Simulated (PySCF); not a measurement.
Computed shifts of a molecule C₃H₇FOSi, PBE/pcSseg-1 (PySCF), GIAO, gas phase, atoms alike by connectivity averaged where their shifts nearly agree, in ppm (number of nuclei): ¹³C: 162.0 (1), 114.8 (1), 11.1 (1). ¹⁹F: -113.8 (1). ²⁹Si: -17.8 (1). ¹H: 7.00 (1), 5.67 (1), 5.52 (1), 1.97 (3), 0.69 (1). References: ¹³C against TMS (σ = 182.0 ppm); ¹⁹F against CFCl3 (σ = 133.6 ppm); ²⁹Si against TMS (σ = 335.4 ppm); ¹⁷O against H2O (σ = 334.3 ppm); ¹H against TMS (σ = 31.49 ppm), references at their B3LYP-D3(BJ)/def2-TZVP geometries, non-relativistic. Geometry: PBE0-D3(BJ)/def2-SVP. One conformer was computed; it need not be the lowest.

Question: Which molecule gave these data?
(A) C/C(=C\F)[SiH2]O
(B) F[C@]1([SiH3])CCO1
(C) C[C@@H](C=O)[SiH2]F
(D) F[SiH2][C@@H]1CCO1

Answer: A, C/C(=C\F)[SiH2]O
